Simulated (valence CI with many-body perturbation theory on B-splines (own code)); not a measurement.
Forbidden lines of Dy XVI

Method: valence CI with perturbative core correlation (CI+MBPT): five valence electrons over a frozen Dirac-Fock core [Kr] 4d10, a basis of 7 s, 7 p, 7 d, 7 f, 4 g, 2 h functions for each j, with the one-electron correlation potential Σ1 (screened to all orders), the two-electron term Σ2, the three-electron term Σ3, Breit, model QED; selected single and double excitations, second order for the rest, scaled by the run's own slope (own B-spline code, finite nucleus).

No measured levels were compared; by estimate terms of the open shell hold to a few per cent of their energy, and close levels can change places; configurations with another count of f electrons can be misplaced by thousands of cm⁻¹. Among the levels kept, up to 1300 cm⁻¹ of a level comes from second order outside the variational space, and about a tenth of that is noise between levels of different J, which matters for small intervals.

Lines 1 to 50 of 120 in falling wavelength, among levels below 87878 cm⁻¹, chosen from the decays that carry over 1 % of a level's rate. Wavelengths and rates use the calculated energies, so an error of 2000 cm⁻¹ moves a line at 34090 Å by 68 % and its rate by three times that or more. Electric multipoles are in the length gauge, E1 and E2 with the static RPA response of the core. S is in atomic units (e²a₀⁴ for E2 and M2, e²a₀⁶ for E3), for M1 in squared Bohr magnetons. Weak lines are less certain than strong ones. Lines between different terms over intervals too small for the method are left out, as are lines whose strength nearly cancels. Where a level lies close to another of its J and parity, the split of strength between their lines is uncertain. Intervals below about 2000 cm⁻¹, as at the head of this list, are uncertain by tens of per cent.

Names give the largest LS component (configuration and term), which can be under half, so a name can repeat, a term be missing and a line seem to break the LS rules; names also repeat where a configuration has a term twice. Letters in brackets count levels of one name in rising energy.

```
λ vac (Å)              Upper             Lower  Type   A (s⁻¹)  S (a.u.)
2.727e+05        4f⁵ ⁶F°_3/2       4f⁵ ⁶F°_1/2    M1  4.12e-03  1.24e+01
1.075e+05        4f⁵ ⁶F°_5/2       4f⁵ ⁶F°_3/2    M1  7.19e-02  1.99e+01
    47580        4f⁵ ⁶F°_7/2       4f⁵ ⁶F°_5/2    M1  7.44e-01  2.38e+01
    39130       4f⁵ ⁴M°_21/2      4f⁵ ⁴M°_19/2    M1  4.82e-01  2.35e+01
    38530        4f⁵ ⁶H°_7/2       4f⁵ ⁶H°_5/2    M1  1.45e+00  2.47e+01
    35630        4f⁵ ⁶F°_9/2       4f⁵ ⁶F°_7/2    M1  1.37e+00  2.29e+01
    35320       4f⁴5s ⁶I_9/2      4f⁴5s ⁶I_7/2    M1  1.84e+00  3.01e+01
    34970        4f⁵ ⁶H°_9/2       4f⁵ ⁶H°_7/2    M1  2.46e+00  3.91e+01
    34300       4f⁵ ⁶H°_15/2      4f⁵ ⁶H°_13/2    M1  1.08e+00  2.58e+01
    34090        4f⁵ ⁶P°_3/2   4f⁵ ⁴F°_5/2 [a]    M1  6.44e-01  3.78e+00
    33600       4f⁵ ⁶H°_11/2       4f⁵ ⁶H°_9/2    M1  2.63e+00  4.44e+01
    33590       4f⁵ ⁶H°_13/2      4f⁵ ⁶H°_11/2    M1  2.05e+00  4.03e+01
    31720       4f⁵ ⁶F°_11/2       4f⁵ ⁶F°_9/2    M1  1.10e+00  1.56e+01
    29670      4f⁴5s ⁶I_11/2      4f⁴5s ⁶I_9/2    M1  4.10e+00  4.76e+01
    28980       4f⁵ ⁴M°_19/2      4f⁵ ⁴M°_17/2    M1  1.76e+00  3.17e+01
    28490   4f⁵ ⁴I°_15/2 [a]  4f⁵ ⁴I°_13/2 [a]    M1  1.12e+00  1.54e+01
    27220      4f⁴5s ⁶I_13/2     4f⁴5s ⁶I_11/2    M1  5.14e+00  5.38e+01
    26250      4f⁴5s ⁶I_15/2     4f⁴5s ⁶I_13/2    M1  4.52e+00  4.85e+01
    25990      4f⁴5s ⁶I_17/2     4f⁴5s ⁶I_15/2    M1  2.63e+00  3.08e+01
    22460       4f⁵ ⁴L°_15/2  4f⁵ ⁴I°_15/2 [a]    M1  5.57e-01  3.74e+00
    22080       4f⁵ ⁴M°_17/2      4f⁵ ⁴M°_15/2    M1  3.19e+00  2.30e+01
    19270  4f⁴5s ⁴I_11/2 [a]  4f⁴5s ⁴I_9/2 [a]    M1  5.48e+00  1.74e+01
    19250        4f⁵ ⁶P°_3/2   4f⁵ ⁴G°_5/2 [b]    M1  9.73e-01  1.03e+00
    19190    4f⁵ ⁴G°_7/2 [a]   4f⁵ ⁴G°_5/2 [a]    M1  5.56e+00  1.16e+01
    18710   4f⁵ ⁴G°_11/2 [a]   4f⁵ ⁴G°_9/2 [a]    M1  3.55e+00  1.03e+01
    17320    4f⁵ ⁴G°_9/2 [a]   4f⁵ ⁴G°_7/2 [a]    M1  7.23e+00  1.39e+01
    16490    4f⁵ ⁴F°_7/2 [a]   4f⁵ ⁴G°_5/2 [b]    M1  7.26e+00  9.65e+00
    15550       4f⁵ ⁴L°_15/2      4f⁵ ⁴M°_17/2    M1  8.13e-01  1.81e+00
    15370   4f⁵ ⁴I°_15/2 [a]      4f⁵ ⁴M°_15/2    M1  5.50e+00  1.18e+01
    15230       4f⁵ ⁴L°_13/2  4f⁵ ⁴I°_13/2 [a]    M1  5.51e+00  1.01e+01
    14650    4f⁵ ⁴F°_5/2 [a]   4f⁵ ⁴G°_7/2 [a]    M1  2.82e-01  1.97e-01
    14240       4f⁵ ⁴L°_13/2  4f⁵ ⁴I°_11/2 [a]    M1  4.40e+00  6.59e+00
    13790    4f⁵ ⁴G°_5/2 [b]   4f⁵ ⁴F°_3/2 [a]    M1  7.07e+00  4.13e+00
    12560       4f⁵ ⁴L°_15/2  4f⁵ ⁴I°_13/2 [a]    M1  2.18e+00  2.56e+00
    12150   4f⁵ ⁴K°_11/2 [a]  4f⁵ ⁴I°_11/2 [a]    M1  4.73e+00  3.77e+00
    11060   4f⁵ ⁴K°_11/2 [a]       4f⁵ ⁴I°_9/2    M1  1.09e+01  6.57e+00
    10510    4f⁵ ⁴F°_5/2 [a]   4f⁵ ⁴F°_3/2 [a]    M1  8.72e+00  2.25e+00
    10460       4f⁵ ⁴L°_13/2      4f⁵ ⁴M°_15/2    M1  4.80e-01  2.85e-01
    10360        4f⁵ ⁶F°_9/2      4f⁵ ⁶H°_11/2    M1  8.10e-02  3.34e-02
    10230    4f⁵ ⁴G°_5/2 [b]   4f⁵ ⁴G°_5/2 [a]    M1  1.43e+01  3.41e+00
    10180        4f⁵ ⁶F°_7/2       4f⁵ ⁶H°_9/2    M1  9.70e-02  3.04e-02
    10180       4f⁵ ⁶F°_11/2      4f⁵ ⁶H°_13/2    M1  3.85e-02  1.81e-02
     9455        4f⁵ ⁶F°_5/2       4f⁵ ⁶H°_7/2    M1  2.24e-02  4.21e-03
     9411    4f⁵ ⁴F°_7/2 [a]   4f⁵ ⁴G°_7/2 [a]    M1  9.36e+00  2.31e+00
     9124       4f⁵ ⁴L°_15/2      4f⁵ ⁴M°_15/2    M1  3.62e-01  1.63e-01
     8421        4f⁵ ⁶F°_1/2       4f⁵ ⁶H°_5/2    E2  8.24e-04  6.23e-02
     8169        4f⁵ ⁶F°_3/2       4f⁵ ⁶H°_5/2    M1  2.36e-01  1.91e-02
     8034        4f⁵ ⁶P°_3/2   4f⁵ ⁴F°_3/2 [a]    M1  1.54e+00  1.18e-01
     7920        4f⁵ ⁶F°_9/2       4f⁵ ⁶H°_9/2    M1  1.61e-01  2.96e-02
     7900        4f⁵ ⁴D°_1/2   4f⁵ ⁴F°_3/2 [a]    M1  1.72e+00  6.29e-02
```
